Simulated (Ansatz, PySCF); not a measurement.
BHN, SMILES [B]=N, multiplicity 2. Atoms are numbered in the order given.

```xyz
3

B      0.0000     0.0000    -0.8331
N      0.0000     0.0000     0.4009
H      0.0000     0.0000     1.3939
```
Charge 0, spin multiplicity 2.

Geometry optimised at PBE0-D3(BJ)/def2-TZVPD. The isomer is the one that the SMILES or the coordinates give; other isomers of the formula were not compared.

Two levels are set side by side: PBE-D3(BJ)/def2-TZVPD (Ansatz, a first-principles code) and PBE0-D3(BJ)/def2-TZVPD (Ansatz). Each level has its own optimised geometry; the coordinates shown are those of the second. Frequencies come from the Hessian of PySCF at each geometry. Differences are taken from unrounded values.

```json
[
 {"quantity": "mean bond length (Å)", "PBE0-D3(BJ)": "1.114", "PBE-D3(BJ)": "1.123", "PBE-D3(BJ) minus PBE0-D3(BJ)": "0.009"},
 {"quantity": "bond B1–N2 (Å)", "PBE0-D3(BJ)": "1.234", "PBE-D3(BJ)": "1.245", "PBE-D3(BJ) minus PBE0-D3(BJ)": "0.011"},
 {"quantity": "bond N2–H3 (Å)", "PBE0-D3(BJ)": "0.993", "PBE-D3(BJ)": "1.001", "PBE-D3(BJ) minus PBE0-D3(BJ)": "0.008"},
 {"quantity": "highest harmonic wavenumber (cm⁻¹)", "PBE0-D3(BJ)": "3876", "PBE-D3(BJ)": "3763", "PBE-D3(BJ) minus PBE0-D3(BJ)": "-113"},
 {"quantity": "mean harmonic wavenumber (cm⁻¹)", "PBE0-D3(BJ)": "1689", "PBE-D3(BJ)": "1612", "PBE-D3(BJ) minus PBE0-D3(BJ)": "-76"},
 {"quantity": "zero-point energy (kcal/mol)", "PBE0-D3(BJ)": "9.66", "PBE-D3(BJ)": "9.22", "PBE-D3(BJ) minus PBE0-D3(BJ)": "-0.44"}
]
```

Exact exchange shortens and stiffens bonds; PBE has none. Differences between two approximate levels are no errors against the true value.
